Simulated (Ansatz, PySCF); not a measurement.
Spin gap between two states, R1 and P1; the higher of the two is an excited state, each structure at its B3LYP-D3(BJ)/def2-TZVP stationary point, reached from a drawn start (curvature not checked).
R1, SiH2 (SMILES [SiH2]) (charge 0, multiplicity 1):
```tsv
atom	x (Å)	y (Å)	z (Å)
Si	0.0000	0.0000	0.7087
H	0.0000	1.0910	-0.3544
H	0.0000	-1.0910	-0.3544
```
P1, SiH2 (SMILES [SiH2]) (charge 0, multiplicity 3):
```xyz
3

Si     0.00000     0.00000     0.50650
H      0.00000     1.27564    -0.25325
H      0.00000    -1.27564    -0.25325
```

P less R. No zero-point or thermal terms; singlets are restricted closed shells; open shells are unrestricted.

Frozen-core correlation throughout.

The values were computed with Ansatz (a quantum-chemistry and plane-wave program) with Gaussian orbitals; PySCF for the D3/D4 terms. All values are computed, each at the level named.

| level | spin gap (kcal/mol) |
|---|---|
| SVWN5/def2-TZVPP | 19.02 |
| BLYP-D3(BJ)/def2-TZVPP | 21.32 |
| revPBE/def2-TZVPP | 15.56 |
| B97M-V/def2-TZVPP | 20.76 |
| B3LYP-D4/def2-TZVPP | 20.50 |
| PBE0-D4/def2-TZVPP | 14.94 |
| BHLYP/def2-TZVPP | … |
| SCS-MP2/cc-pV(T+d)Z | … |
| CCSD(T)/cc-pV(T+d)Z | … |

### Question
Complete the blanks.

### Answer

- BHLYP/def2-TZVPP, spin gap (kcal/mol): 19.34
- SCS-MP2/cc-pV(T+d)Z, spin gap (kcal/mol): 21.07
- CCSD(T)/cc-pV(T+d)Z, spin gap (kcal/mol): 20.14
